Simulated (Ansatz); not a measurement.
Geometry optimisation, Ansatz 0.2.0, RKS r2SCAN-D4/6-31G*.

Input file:

```yaml
crystal:
  periodic: [false, false, false]
  atoms:
    - { symbol: Si, position_ang: [0.848947, -0.51296, -0.479499] }
    - { symbol: "N", position_ang: [-0.62858, -0.397593, 2.144463] }
    - { symbol: H, position_ang: [-1.342072, -0.861999, 2.699355] }
    - { symbol: H, position_ang: [-0.732465, 0.604517, 2.2785] }
    - { symbol: F, position_ang: [1.633961, -0.503131, -1.878241] }
    - { symbol: F, position_ang: [0.644612, 1.031698, -0.097196] }
    - { symbol: Si, position_ang: [-1.10874, -1.747331, -0.558781] }
    - { symbol: H, position_ang: [-1.069521, -2.789425, 0.498736] }
    - { symbol: H, position_ang: [-2.28123, -0.845957, -0.40958] }
    - { symbol: H, position_ang: [-1.195835, -2.427229, -1.886519] }
    - { symbol: Cl, position_ang: [2.209003, -1.300838, 0.928581] }
    - { symbol: H, position_ang: [0.29512, -0.663551, 2.528781] }
basis:
  gaussian: { orbitals: "6-31G*" }
hamiltonian:
  xc: r2scan
  dispersion: d4
relax:
  f_tol: 0.03
  max_steps: 50
output:
  orbitals: {}
```

Launched with:

```bash
$ ansatz run input.yaml --threads 4 --pin off --max-ram 5120MiB --backend cpu --events-out ev --progress --plain --runs-dir out
```

**Question.** Where does it end, and by what steps?

**Answer.** It converged. After 7 steps the energy has fallen by 0.075 eV; H3 moved furthest, 0.25 Å.

```
step  energy less start (eV)  largest force component (eV/Å)  accepted
   0                  0.0000                           0.732       yes
   1                 -0.0250                           1.164       yes
   2                 -0.0156                           1.111        no
   3                 -0.0625                           0.522       yes
   4                 -0.0687                           0.227       yes
   5                 -0.0727                           0.202       yes
   6                 -0.0742                           0.057       yes
   7                 -0.0746                           0.010       yes
```

```xyz
12
Properties=species:S:1:pos:R:3
Si 0.852 -0.520 -0.390
N -0.557 -0.410 2.063
H -1.396 -0.831 2.459
H -0.692 0.599 2.075
F 1.546 -0.437 -1.839
F 0.678 1.025 0.021
Si -1.094 -1.765 -0.510
H -1.070 -2.852 0.504
H -2.271 -0.881 -0.287
H -1.241 -2.392 -1.859
Cl 2.310 -1.337 0.827
H 0.207 -0.613 2.706
```

Whether the end is a true minimum wasn't checked by a vibrational analysis.

Run time: 27 s on 4 threads of Arm Neoverse V2, on a shared host, peak memory 0.21 GiB.
